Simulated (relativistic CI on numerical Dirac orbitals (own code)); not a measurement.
# Ir6+: L2,3 absorption edge

Computed with this model: Dirac-Coulomb-Breit CI, separate exchange-only KLI orbitals for each configuration, a model potential for QED, valence Slater integrals scaled by 0.8, multiplet model of core-to-valence dipole absorption; configurations [Xe] 4f14 5d3 → [He] 2s2 2p5 3s2 3p6 3d10 4s2 4p6 4d10 4f14 5s2 5p6 5d4; 300 K; Lorentzian 7.5 eV and Gaussian 1 eV FWHM. Energies are those of the free ion, without screening or charge transfer. The branching ratio is the share of the lower-energy edge in the whole absorption, uncertain by about 0.02 where the edges overlap. S is read from ⟨S²⟩ = S(S + 1).

Case free ion, the dichroism is that of the ground state at zero temperature, magnetised by exchange field 10 meV on Sz. The dichroism I(Δm = −1) − I(Δm = +1), over the sum of the three polarisations, integrates to 0.0613 on the lower edge and 0.0832 on the upper edge. The branching ratio is 0.871.

Question: Use the orbital sum rule with 7 holes to get ⟨Lz⟩.

Answer: For a p → d edge ⟨Lz⟩ = 2 × n_h × (sum of both integrals) in this sign convention = 2.02; the ground state itself has ⟨Lz⟩ = 2.26 and ⟨Sz⟩ = -0.76. The rule assumes one radial integral for both edges, which relativistic orbitals only approach.
